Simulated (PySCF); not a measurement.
Potassium: highly charged ions in a basis for the neutral atom

K⁸⁺ [Ne] 3s1, K⁹⁺ [Ne]. Computed with PySCF 2.14 in aug-cc-pVDZ-X2C, with the spin-free X2C one-electron Hamiltonian (Gaussian nucleus). No spin-orbit coupling, so a gap to NIST mixes the basis error with missing relativistic terms.

Changed run: basis of the neutral atom used for a highly charged ion. This setting is unsound on purpose.

```
species  method  sound run (hartree)  changed run (hartree)  converged
    K⁸⁺     UHF              not run             -579.67219        yes
    K⁸⁺    BP86              not run             -580.14377        yes
    K⁸⁺  M06-2X              not run             -580.11707        yes
    K⁹⁺     UHF              not run             -573.40047        yes
    K⁹⁺    BP86              not run             -573.84669        yes
    K⁹⁺  M06-2X              not run             -573.81223        yes
```

Ionisation energy of K⁸⁺:

```csv
method,changed run (eV),NIST (eV)
UHF,170.66,175.82
BP86,171.35,175.82
M06-2X,171.56,175.82
```

The contracted functions were made for the neutral atom and can be too rigid for a highly charged ion.
